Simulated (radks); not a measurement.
Spherical quantum dot in the effective-mass picture: electrons in a parabolic well V = omega^2 r^2 / 2 with omega = 1.68, all in effective atomic units (hartree* = m*/eps^2 hartree, bohr* = eps/m* bohr), one dielectric constant everywhere. Method: non-relativistic Kohn-Sham, PBE, spin-polarised, spherical densities; computed with a radial shooting solver with Libxc functionals. Levels are named by radial order and angular momentum (1s, 1p, 1d, 2s, ...), and open shells are averaged over m.

N = 15, configuration 1s2 1p6 1d(up 5, down 2). This is the lowest configuration that the search found. Occupied and some empty levels:

level,occupation,eigenvalue (hartree*),<r> (bohr*)
1s up,1,11.906,1.147
1s down,1,11.952,1.131
1p up,3,12.885,1.455
1p down,3,12.955,1.448
1d up,5,13.963,1.677
1d down,2,14.044,1.676
2s up,0,14.142,1.483
2s down,0,14.191,1.491
1f up,0,15.130,1.857
1f down,0,15.211,1.860
2p up,0,15.405,1.686
2p down,0,15.453,1.690

Energy (hartree*): total 135.275, kinetic 24.129, external 53.298, Hartree 66.674, exchange-correlation -8.8257.

Electron density:

r (bohr*),n(r) (e/bohr*^3)
0.0635,0.3265
0.303,0.3630
0.542,0.4377
0.781,0.5221
1.02,0.5712
1.26,0.5463
1.50,0.4423
1.74,0.2953
1.98,0.1591
2.22,0.06815
2.46,0.02344
2.69,0.006458
2.93,0.001419
3.17,0.0002463
